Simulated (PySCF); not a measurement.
C3H5BO2, SMILES C1B(O)C=CO1. Coordinates come from a PBE-D3(BJ)/def2-SVP optimisation. This is a generated structure with no PubChem entry under its InChIKey; it may be hypothetical. The values are those of a single conformer.

**Question.** Give the equilibrium geometry at PBE-D3(BJ)/def2-SVP (PySCF confirms it by a frequency run) as a Z-matrix, and its point group. (The exact figures need the calculation; the answer reports its results.)

**Answer.** One answer among several that fit: point group Cs.
```
B
O 1 1.3702
H 2 0.9728 1 113.08
C 1 1.5325 2 128.00 3 180.00
C 4 1.3683 1 104.87 2 180.00
O 5 1.3496 4 118.72 1 0.00
H 4 1.0973 5 122.13 6 180.00
H 5 1.1037 6 112.34 4 180.00
C 6 1.4546 5 108.03 8 180.00
H 9 1.1121 6 107.32 5 122.68
H 9 1.1121 10 106.95 6 -114.89
```
